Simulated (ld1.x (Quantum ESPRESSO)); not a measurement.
## gallium TM: all-electron and pseudo phase curves

gallium, norm-conserving Troullier–Martins (Kleinman–Bylander form), made with ld1.x (Quantum ESPRESSO) 7.5 (PBE, scalar-relativistic). Core [Ar] 3d10, reference 4s1 4p0 (charge +2). Waves: 4p (bound, empty): rc 2.20 bohr; 4s (bound): rc 1.40 bohr. Local part: the s channel. Core correction: Bessel-smoothed model core inside 0.65 bohr.

The phase is arctan(r·u′/u) with u = r·R(r), unwrapped; energies in Ry, scanned from -4 to 5 Ry. A pole is an energy at which the radial function vanishes at the test radius. The pseudo phase is shifted by a multiple of π to meet the all-electron one at the reference energy, and phase errors are pseudo minus all-electron; the curves can meet again beyond the range given. Levels narrower than the energy grid can be missing from the lists of poles.

```csv
channel,radius (bohr),reference energy (Ry),"poles, all-electron","poles, pseudo",unbroken range about the reference energy with phases within 0.05 rad,phase error 1 Ry above the reference energy (rad)
s,2.39,-1.92,-0.47,-0.51,below 1.3,-0.004
p,2.39,-1.30,0.75,0.79,below 3.2,+0.001
```

Phases in the p channel:

| E (Ry) | all-electron | pseudo |
| --- | --- | --- |
| -4.00 | 1.280 | 1.279 |
| -3.76 | 1.261 | 1.261 |
| -3.52 | 1.239 | 1.239 |
| -3.28 | 1.212 | 1.212 |
| -3.04 | 1.178 | 1.178 |
| -2.80 | 1.134 | 1.134 |
| -2.56 | 1.073 | 1.074 |
| -2.32 | 0.988 | 0.988 |
| -2.08 | 0.857 | 0.857 |
| -1.84 | 0.642 | 0.642 |
| -1.60 | 0.275 | 0.276 |
| -1.36 | -0.254 | -0.254 |
| -1.12 | -0.738 | -0.737 |
| -0.88 | -1.041 | -1.041 |
| -0.64 | -1.221 | -1.220 |
| -0.40 | -1.334 | -1.332 |
| -0.16 | -1.411 | -1.409 |
| 0.08 | -1.467 | -1.465 |
| 0.32 | -1.511 | -1.508 |
| 0.56 | -1.546 | -1.543 |
| 0.80 | -1.577 | -1.573 |
| 1.04 | -1.603 | -1.598 |
| 1.28 | -1.628 | -1.621 |
| 1.52 | -1.651 | -1.643 |
| 1.76 | -1.673 | -1.663 |
| 2.00 | -1.696 | -1.684 |
| 2.24 | -1.721 | -1.705 |
| 2.48 | -1.747 | -1.726 |
| 2.72 | -1.776 | -1.749 |
| 2.96 | -1.809 | -1.774 |
| 3.20 | -1.850 | -1.802 |
| 3.44 | -1.901 | -1.835 |
| 3.68 | -1.967 | -1.874 |
| 3.92 | -2.060 | -1.922 |
| 4.16 | -2.196 | -1.982 |
| 4.40 | -2.412 | -2.063 |
| 4.64 | -2.758 | -2.173 |
| 4.88 | -3.236 | -2.332 |
